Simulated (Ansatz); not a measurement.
`C=C[SiH](F)[SiH2]F` + `S[SiH2]Cl` → `C=C[SiH](F)S[SiH2]Cl` + `F[SiH3]`  (cleavage of the Si–Si bond)

Computed with Ansatz on PBE0-D4/def2-TZVP structures; ΔE is electronic, products minus reactants. CCSD(T)/CBS adds triple-zeta CCSD(T) − MP2 to the extrapolated MP2 energy (def2 sets, frozen cores). This one scheme is used for every species. DFT in def2-TZVPP. B3LYP here is the variant with VWN-RPA as its local correlation; programs differ in this. One conformer a species, not always the lowest.

| level | ΔE (kJ/mol) | difference from CCSD(T)/CBS |
| --- | --- | --- |
| r2SCAN-D4 | -93.6 | 3.9 |
| B3LYP-D4 | -92.8 | 4.7 |
| ωB97M-V | -99.7 | -2.2 |
| PBE | -75.1 | 22.4 |
| r2SCAN | -91.1 | 6.4 |
| PBE0 | -81.4 | 16.1 |
| HF/def2-TZVPP | -89.8 | 7.7 |
| MP2/def2-TZVPP | -109.3 | -11.8 |
| SCS-MP2/def2-TZVPP | -103.2 | -5.7 |
| CCSD/def2-TZVPP | -92.9 | 4.6 |
| CCSD(T)/def2-TZVPP | -95.7 | 1.8 |
| HF/def2-QZVPP | -89.8 | 7.7 |
| MP2/def2-QZVPP | -110.3 | -12.8 |
| HF/CBS(def2) | -89.8 | 7.7 |
| MP2/CBS(def2) | -111.1 | -13.6 |
| CCSD/CBS(def2) | -94.7 | 2.8 |
| CCSD(T)/CBS | -97.5 | 0 |

Largest T1 diagnostic among the species: 0.012.

From PBE to PBE0 (25 % exact exchange), in def2-TZVPP and without D4, ΔE moves by −6.4 kJ/mol. In def2-TZVPP, CCSD(T) changes the Hartree–Fock value by −5.9 kJ/mol (the triples alone add −2.8 kJ/mol) and MP2 by −19.5 kJ/mol.
